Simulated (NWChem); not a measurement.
PbHSBr, singlet; SMILES [SH][Pb][Br]

```xyz
4

Pb     0.4867    -0.5320     0.0000
Br    -0.2408     1.9968     0.0000
S     -1.8779    -1.4697     0.0000
H     -1.4364    -2.7497     0.0000
```
Atoms are numbered in this order, from 1.

All runs: NWChem. Low-valent species are run as closed-shell singlets; no triplet was tried in these runs. Coordinates come from a PBE0/def2-SVP optimisation. def2 effective core potentials on Pb; no spin-orbit coupling. B3LYP is NWChem's, with the RPA form of VWN correlation. Ions are spin-unrestricted doublets at the neutral geometry; other ion states weren't tried.

```json
[
 {"level": "B3LYP/def2-SVP", "basis functions": "81", "vertical ionisation energy, ΔSCF (eV)": "9.16", "−ε(HOMO) (eV)": "6.98", "ΔSCF minus −ε(HOMO) (eV)": "2.18", "relative time": "1"},
 {"level": "B3LYP/def2-SVPD", "basis functions": "108", "vertical ionisation energy, ΔSCF (eV)": "9.33", "−ε(HOMO) (eV)": "7.26", "ΔSCF minus −ε(HOMO) (eV)": "2.07", "relative time": "1"},
 {"level": "B3LYP/def2-TZVP", "basis functions": "141", "vertical ionisation energy, ΔSCF (eV)": "9.26", "−ε(HOMO) (eV)": "7.18", "ΔSCF minus −ε(HOMO) (eV)": "2.08", "relative time": "4"},
 {"level": "B3LYP/def2-TZVPP", "basis functions": "154", "vertical ionisation energy, ΔSCF (eV)": "9.26", "−ε(HOMO) (eV)": "7.18", "ΔSCF minus −ε(HOMO) (eV)": "2.08", "relative time": "5"}
]
```

Times are rough ratios from one shared machine.
